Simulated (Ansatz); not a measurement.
Calculated with Ansatz (gas phase, PBE0-D4/def2-TZVP geometries, no zero-point term in ΔE). CBS: MP2 limit from def2 TZ/QZ plus the TZ coupled-cluster correction, frozen cores. This one scheme is used for every species. Functionals use def2-TZVPP. Each species was taken in one conformer, which may not be the lowest.

`C=C[Si](O)(O)O[SiH3]` + `N=CO` → `O/C=N/[SiH3]` + `C=C[Si](O)(O)O`  (ligand exchange at the Si–O bond)

```csv
level,ΔE (kJ/mol)
PBE-D4,46.1
HF/def2-TZVPP,64.7
```

Q: What does CCSD(T)/CBS give? (Best estimate.)

A: Ansatz gave: +56.4 kJ/mol. The listed levels differ from it by -10.3, 8.3 kJ/mol.

Largest T1 diagnostic among the species: 0.014.

The D4 term adds +3.4 kJ/mol with B3LYP and +2.4 kJ/mol with PBE0; it sums over pairs of atoms, weighted by their polarisabilities, and B3LYP, whose exchange is more repulsive, gets the larger term. From PBE to PBE0 (25 % exact exchange), in def2-TZVPP and without D4, ΔE moves by +4.1 kJ/mol. In def2-TZVPP, CCSD(T) changes the Hartree–Fock value by −8.6 kJ/mol (the triples alone add −2.2 kJ/mol) and MP2 by −11.5 kJ/mol.

B3LYP here is the variant with VWN-RPA as its local correlation; programs differ in this.
